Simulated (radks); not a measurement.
Excited configurations of Ce IV: one electron is placed in a higher orbital outside [Xe]. The ground configuration is [Xe] 4f1. Calculated with a radial shooting solver on a logarithmic mesh with Libxc functionals: Dirac Kohn-Sham, PBE, spin-unpolarised, spherical densities, finite nucleus; open shells are shared between the two j in proportion to 2j + 1; Fermi nuclear charge, rms radius 4.8771 fm. Excitation = E - E(ground); binding = E(ion) - E, where the ion is the core of charge +4; n* = 4/sqrt(2 binding) in atomic units, and the quantum defect is n - n*. Eigenvalue and <r> are those of j = l + 1/2.

| outer orbital | excitation (eV) | binding (eV) | n* | quantum defect | eigenvalue (eV) | <r> (bohr) |
|---|---|---|---|---|---|---|
| 5d | 7.319 | 30.376 | 2.677 | 2.323 | -25.320 | 2.255 |
| 5f | 23.459 | 14.237 | 3.910 | 1.090 | -11.766 | 4.205 |
| 6s | 11.478 | 26.218 | 2.882 | 3.118 | -22.952 | 3.259 |
| 6p | 16.306 | 21.390 | 3.190 | 2.810 | -18.449 | 3.797 |
| 6d | 22.604 | 15.092 | 3.798 | 2.202 | -13.148 | 4.911 |
| 6f | 28.320 | 9.376 | 4.819 | 1.181 | -8.130 | 7.390 |
| 7s | 23.225 | 14.470 | 3.879 | 3.121 | -12.916 | 5.823 |
| 7p | 25.225 | 12.470 | 4.178 | 2.822 | -10.997 | 6.570 |
| 7d | 28.151 | 9.544 | 4.776 | 2.224 | -8.416 | 8.105 |
| 7f | 31.156 | 6.540 | 5.770 | 1.230 | -5.783 | 11.29 |

The Delta-SCF ionisation energy is 37.696 eV (NIST Atomic Spectra Database: 36.91 eV, semi-empirical). Self-interaction in the functional shifts the binding energies and quantum defects, so they are the method's values and not measured ones. Spin polarisation and multiplet splitting are left out, so open shells lie too high by an amount that depends on their filling. Sharing an open shell by 2j + 1 raises it above the true ground level by a part of the spin-orbit splitting, which enters the differences from NIST.

Beside tabulated values, note that spin-unpolarised runs miss the spin-polarisation part of the exchange energy of open shells.
